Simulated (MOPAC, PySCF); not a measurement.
C₂H₂BN, SMILES `C=BC#N`, neutral singlet in the gas phase. 

Cartesian coordinates (Å):
SMILES: C(B=C)#N
```xyz
6

C     -1.1609     0.0945    -0.0122
B      0.1937    -0.0158    -0.2163
C      1.6500    -0.1343    -0.4359
N      2.7896    -0.2270    -0.6079
H     -1.6817     1.0452    -0.0518
H     -1.7907    -0.7627     0.2009
```
Charge 0, spin multiplicity 1.

All levels are single points at this geometry (B3LYP-D3(BJ)/def2-TZVP); Pople sets use spherical d functions. Orbital energies aren't observables, and empty levels follow the basis.

PBE/6-31G* in PySCF gives HOMO (eV) = -6.01.

Estimate the HOMO (eV) from each of these levels: B3LYP-D3(BJ)/def2-TZVP in PySCF; PBE-D3(BJ)/def2-TZVP in PySCF; B3LYP/6-311+G** in PySCF; BP86/6-31G* in PySCF; M06-2X/6-31G* in PySCF; SVWN5/6-31G* in PySCF; HF/3-21G in PySCF; HF/6-31G* in PySCF; HF/STO-3G in PySCF; AM1 in MOPAC; PM3 in MOPAC; PM7 in MOPAC.


| level | HOMO (eV) |
|---|---|
| B3LYP-D3(BJ)/def2-TZVP in PySCF | -7.27 |
| PBE-D3(BJ)/def2-TZVP in PySCF | -6.42 |
| B3LYP/6-311+G** in PySCF | -7.29 |
| BP86/6-31G* in PySCF | -6.12 |
| M06-2X/6-31G* in PySCF | -8.26 |
| SVWN5/6-31G* in PySCF | -6.16 |
| HF/3-21G in PySCF | -9.54 |
| HF/6-31G* in PySCF | -9.55 |
| HF/STO-3G in PySCF | -7.74 |
| AM1 in MOPAC | -9.24 |
| PM3 in MOPAC | -10.72 |
| PM7 in MOPAC | -10.17 |
